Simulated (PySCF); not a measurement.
CH₃Cl₃Si, charge -1, doublet, geometry from GFN2-xTB (a state made from the parent by changing its charge; the spin is typed, not shown lowest); MP2/cc-pVDZ in PySCF.

Here is a job for PySCF.
```python
from pyscf import gto, scf, mp

mol = gto.M(
    atom='''
C    -1.88086609   -0.24439940    0.19810488
Si   -0.03103582    0.22941078    0.24173562
Cl    0.94280005   -0.93243123   -1.17927851
Cl   -0.31054700    2.07327251   -1.15476151
Cl    0.45531735   -1.18432133    2.03091734
H    -2.02275001   -1.28867211    0.46708769
H    -2.44430575    0.35993545    0.90406427
H    -2.30194304   -0.07745725   -0.79099435
''',
    basis='cc-pvdz',
    charge=-1,
    spin=1,
    verbose=4,
)

mf = scf.UHF(mol)
mf.kernel()

pt = mp.MP2(mf, frozen=21)
pt.kernel()
print('E(MP2) = %.10f' % pt.e_tot)
```

Question: Write the output that PySCF gives for this input, abridged.

Answer: 
```
PySCF version 2.14.0

[INPUT] verbose = 4
[INPUT] num. atoms = 8
[INPUT] num. electrons = 75
[INPUT] charge = -1
[INPUT] spin (= nelec alpha-beta = 2S) = 1
[INPUT] symmetry False subgroup None
[INPUT] Mole.unit = angstrom
[INPUT] Symbol           X                Y                Z      unit          X                Y                Z       unit  Magmom
[INPUT]  1 C     -1.880866090000  -0.244399400000   0.198104880000 AA   -3.554321787082  -0.461847931008   0.374363967140 Bohr   0.0
[INPUT]  2 Si    -0.031035820000   0.229410780000   0.241735620000 AA   -0.058649199851   0.433523544223   0.456814116352 Bohr   0.0
[INPUT]  3 Cl     0.942800050000  -0.932431230000  -1.179278510000 AA    1.781633884726  -1.762039654691  -2.228513408485 Bohr   0.0
[INPUT]  4 Cl    -0.310547000000   2.073272510000  -1.154761510000 AA   -0.586848778805   3.917917225490  -2.182182993089 Bohr   0.0
[INPUT]  5 Cl     0.455317350000  -1.184321330000   2.030917340000 AA    0.860425091263  -2.238042957181   3.837877554230 Bohr   0.0
[INPUT]  6 H     -2.022750010000  -1.288672110000   0.467087690000 AA   -3.822443537361  -2.435237352265   0.882667810256 Bohr   0.0
[INPUT]  7 H     -2.444305750000   0.359935450000   0.904064270000 AA   -4.619068432200   0.680179423022   1.708433869305 Bohr   0.0
[INPUT]  8 H     -2.301943040000  -0.077457250000  -0.790994350000 AA   -4.350041899949  -0.146372988862  -1.494762687578 Bohr   0.0

nuclear repulsion = 412.129908766996
number of shells = 34
number of NR pGTOs = 211
number of NR cGTOs = 101
basis = cc-pvdz
ecp = {}

******** <class 'pyscf.scf.uhf.UHF'> ********
method = UHF
initial guess = minao
damping factor = 0
level_shift factor = 0
DIIS = <class 'pyscf.scf.diis.CDIIS'>
diis_start_cycle = 1
diis_space = 8
diis_damp = 0
SCF conv_tol = 1e-09
SCF conv_tol_grad = None
SCF max_cycles = 50
direct_scf = True
direct_scf_tol = 1e-13
number electrons alpha = 38  beta = 37
Set gradient conv threshold to 3.16228e-05
init E= -1707.27071835992

cycle= 1 E= -1707.14312100791  delta_E= 0.128  |g|= 0.317  |ddm|= 1.75
cycle= 2 E= -1707.20952565336  delta_E= -0.0664  |g|= 0.138  |ddm|= 0.55
cycle= 3 E= -1707.22249863427  delta_E= -0.013  |g|= 0.0358  |ddm|= 0.168
cycle= 4 E= -1707.22450691192  delta_E= -0.00201  |g|= 0.0121  |ddm|= 0.106
cycle= 5 E= -1707.22476715612  delta_E= -0.00026  |g|= 0.00474  |ddm|= 0.0362
cycle= 6 E= -1707.22482213232  delta_E= -5.5e-05  |g|= 0.0021  |ddm|= 0.0178
cycle= 7 E= -1707.2248340339  delta_E= -1.19e-05  |g|= 0.000876  |ddm|= 0.00818
cycle= 8 E= -1707.22483596011  delta_E= -1.93e-06  |g|= 0.000346  |ddm|= 0.00343
cycle= 9 E= -1707.22483622265  delta_E= -2.63e-07  |g|= 0.000133  |ddm|= 0.00125
cycle= 10 E= -1707.22483626152  delta_E= -3.89e-08  |g|= 6.21e-05  |ddm|= 0.000406
cycle= 11 E= -1707.22483627051  delta_E= -8.99e-09  |g|= 2.51e-05  |ddm|= 0.0002
cycle= 12 E= -1707.2248362719  delta_E= -1.39e-09  |g|= 9.88e-06  |ddm|= 7.47e-05
cycle= 13 E= -1707.2248362721  delta_E= -2.05e-10  |g|= 3.1e-06  |ddm|= 3.39e-05
Extra cycle  E= -1707.22483627211  delta_E= -4.55e-12  |g|= 1.74e-06  |ddm|= 6.55e-06
converged SCF energy = -1707.22483627211  <S^2> = 0.75653799  2S+1 = 2.0065273

******** <class 'pyscf.mp.ump2.UMP2'> ********
nocc = (np.int64(17), np.int64(16)), nmo = (80, 80)
frozen orbitals 21
E(UMP2) = -1707.8624039959  E_corr = -0.637567723796818
E(SCS-UMP2) = -1707.84433302768  E_corr = -0.619496755571949
E_corr(same-spin) = -0.167982130366423
E_corr(oppo-spin) = -0.469585593430396
E(MP2) = -1707.8624039959
```
